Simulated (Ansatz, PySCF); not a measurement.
GaHI₂O. Atoms are numbered in the order given.

```xyz
5

Ga     0.7558     0.0084     0.0000
I     -0.4440    -2.1857     0.0000
I     -0.4366     2.1861     0.0000
O      2.5357     0.0656     0.0000
H      2.9575    -0.8053     0.0000
```
Charge 0, spin multiplicity 1.

Coordinates come from a B3LYP-D3(BJ)/def2-SVP optimisation. The def2 effective core potentials stand for the cores of I; spin–orbit coupling is left out. One conformer was computed; it need not be the lowest.

Vertical ionisation energy (IE) and electron affinity (EA) in eV. Rows of orbital energies are one-electron estimates. Where ΔSCF, EOM or ADC give a negative EA the extra electron is unbound and the value depends on the basis.

| level | IE | EA |
|---|---|---|
| −ε(HOMO), −ε(LUMO), CAM-B3LYP/def2-TZVP (PySCF) | 9.10 | 1.26 |
| −ε(HOMO), −ε(LUMO), PBE/def2-TZVP (PySCF) | 6.73 | 2.99 |
| ΔSCF, PBE0/def2-SVPD (Ansatz), final states of multiplicity 2 and 2 | (withheld) | (withheld) |
| ΔSCF, PBE/def2-SVPD (Ansatz), final states of multiplicity 2 and 2 | 9.37 | 0.91 |

Q: Some entries are withheld; supply them. (An estimate is asked for; the answer gives what the named calculation found.)

A: 
- ΔSCF, PBE0/def2-SVPD (Ansatz, a quantum-chemistry and plane-wave program), final states of multiplicity 2 and 2, IE: 9.75
- ΔSCF, PBE0/def2-SVPD (Ansatz), final states of multiplicity 2 and 2, EA: 0.79

Q: What vertical singlet–triplet gap does ΔSCF give with PBE0/def2-SVPD (Ansatz) and with PBE/def2-SVPD (Ansatz)? (The exact figures need the calculation; the answer reports its results.)

A: 4.14 and 3.73 eV (triplet above singlet where positive).
